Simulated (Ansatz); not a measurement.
C11H14O, SMILES `CC(C)CC(=O)c1ccccc1`, relaxed with RKS PBE0-D4/def2-TZVP in the Gaussian-basis code of Ansatz from a PBE-D4/def2-SVP geometry. The force threshold is 0.005 eV/Å; the program also tests the step.

Charge 0, multiplicity 1.

Start:

```xyz
26

C    -0.210   -1.729   -2.117
C    -1.120   -1.220   -0.993
C    -2.512   -1.857   -1.067
C    -1.243    0.326   -1.009
C     0.098    1.036   -0.895
O     0.648    1.496   -1.892
C     0.766    1.127    0.451
C     2.065    1.676    0.500
C     2.747    1.788    1.716
C     2.136    1.351    2.905
C     0.844    0.806    2.870
C     0.161    0.693    1.650
H    -0.612   -1.441   -3.112
H    -0.133   -2.835   -2.090
H     0.815   -1.315   -2.046
H    -0.660   -1.514   -0.022
H    -3.018   -1.590   -2.019
H    -3.164   -1.520   -0.235
H    -2.449   -2.964   -1.022
H    -1.689    0.647   -1.972
H    -1.926    0.647   -0.195
H     2.512    2.007   -0.450
H     3.759    2.220    1.742
H     2.672    1.435    3.863
H     0.364    0.464    3.800
H    -0.852    0.265    1.640
```

| step | energy (eV) | largest force (eV/Å) | largest move (Å) |
| --- | --- | --- | --- |
| 1 | -13671.8992 | 0.925 | 0.000 |
| 2 | -13672.0278 | 0.173 | 0.046 |
| 3 | -13672.0362 | 0.187 | 0.025 |
| 4 | -13672.0378 | 0.092 | 0.018 |
| 5 | -13672.0383 | 0.011 | 0.006 |
| 6 | -13672.0385 | 0.019 | 0.011 |
| 7 | -13672.0387 | 0.011 | 0.017 |
| 8 | -13672.0390 | 0.014 | 0.022 |
| 9 | -13672.0391 | 0.010 | 0.016 |
| 10 | -13672.0391 | 0.006 | 0.018 |
| 11 | -13672.0391 | 0.009 | 0.008 |
| 12 | -13672.0392 | 0.004 | 0.003 |

End:

```xyz
26

C    -0.210   -1.701   -2.116
C    -1.077   -1.192   -0.974
C    -2.450   -1.847   -0.994
C    -1.229    0.336   -1.025
C     0.087    1.060   -0.901
O     0.617    1.554   -1.872
C     0.754    1.125    0.434
C     2.050    1.634    0.495
C     2.714    1.721    1.704
C     2.088    1.302    2.872
C     0.797    0.797    2.823
C     0.134    0.706    1.609
H    -0.662   -1.456   -3.082
H    -0.101   -2.787   -2.061
H     0.788   -1.260   -2.100
H    -0.586   -1.456   -0.030
H    -2.983   -1.600   -1.917
H    -3.066   -1.517   -0.154
H    -2.365   -2.936   -0.942
H    -1.663    0.626   -1.984
H    -1.914    0.660   -0.235
H     2.514    1.958   -0.429
H     3.722    2.116    1.742
H     2.606    1.372    3.821
H     0.306    0.473    3.733
H    -0.874    0.312    1.586
```

Hardware: 4 threads of an AMD EPYC 7R13 on a shared host and a share of an NVIDIA H100 80 GB. Wall time 22 s, peak host memory 1.2 GiB.
